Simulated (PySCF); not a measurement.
# Two-component Hartree-Fock for Rb²⁴⁺ (rubidium, charge +24)

Start: [Ne] 3s2 3p1; 3p1/2 filled at m_j = +1/2. Calculated with PySCF 2.14 in an uncontracted even-tempered set (19 s from 3.2 bohr⁻², ratio 2.4; 13 p from 4.2 bohr⁻², ratio 2.4; 5 d from 15 bohr⁻², ratio 2.6; 4 f from 23 bohr⁻², ratio 2.6): generalised Hartree-Fock with the X2C-1e Hamiltonian and a Gaussian nucleus; one run each with spin-orbit coupling (SO) switched off, then screened by Boettger's factors.

```tsv
spinor shell	electrons	ε, spin-free (eV)	ε, screened SO (eV)	weight of nominal j (screened SO)	rms radius, screened SO (bohr)
1s1/2	2	-16408.0	-16406.8	1.000	0.0463
2s1/2	2	-3176.6	-3176.0	1.000	0.189
2p1/2	2	-2938.1	-2982.7	1.000	0.165
3s1/2	2	-1187.6	-1187.3	1.000	0.466
3p1/2	1	-1124.7	-1134.4	1.000	0.452
```

Problem. Where does 2p3/2 lie, and what is the 2p spin-orbit splitting (screened SO)?

Solution. At -2916.1 eV, 66.569 eV above 2p1/2.

| quantity | spin-free | screened SO |
| --- | --- | --- |
| E (hartree) | -2601.59266 | -2602.12884 |
| M_J | 1/2 | 1/2 |
| ⟨J²⟩ | 1.087 | 0.752 |
| ⟨L²⟩ | 2.006 | 2.007 |
| ⟨S²⟩ | 0.752 | 0.753 |

Each row is a mean over spinors that exchange with the open shell spreads, by up to 7.780 eV (2p1/2).

Breit and QED terms are absent; they matter most for the inner s and p1/2 levels.

Densities and radii are taken from the X2C orbitals without a picture-change correction, which distorts them close to the nucleus.

Without spin-orbit coupling the j labels of p, d and f shells carry no meaning; the spin-free column gives the mean over the occupied spinors of each nl shell, and its ⟨J²⟩ belongs to a mixture of degenerate components.
